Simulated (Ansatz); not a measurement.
CHCl (SMILES [CH]Cl) moved off its minimum; all values from Ansatz (an electronic-structure program), cores frozen in correlated methods.
(charge 0, multiplicity 1)
```xyz
3

C     -1.0355     0.6799     0.0553
Cl     0.6195    -0.2678    -0.1212
H     -1.7896    -0.2557    -0.0135
```

Forces at PBE/def2-TZVPP (eV/Å):

```
atom      Fx      Fy      Fz
----  ------  ------  ------
C1     1.254  -2.392  -0.316
Cl2   -2.454   1.248   0.244
H3     1.199   1.144   0.072
```

Task: Give the forces (eV/Å), the total energy and the dipole at CCSD(T)/aug-cc-pV(T+d)Z.

Result: 
| atom | Fx | Fy | Fz |
|---|---|---|---|
| C1 | 1.085 | -2.767 | -0.350 |
| Cl2 | -2.495 | 1.300 | 0.252 |
| H3 | 1.411 | 1.467 | 0.098 |
Energy -498.2227 hartree, dipole 1.30 D.

Doubts at one or more of the structures used: a restricted determinant that unrestricted orbitals would lower (CCSD(T)/aug-cc-pV(T+d)Z).
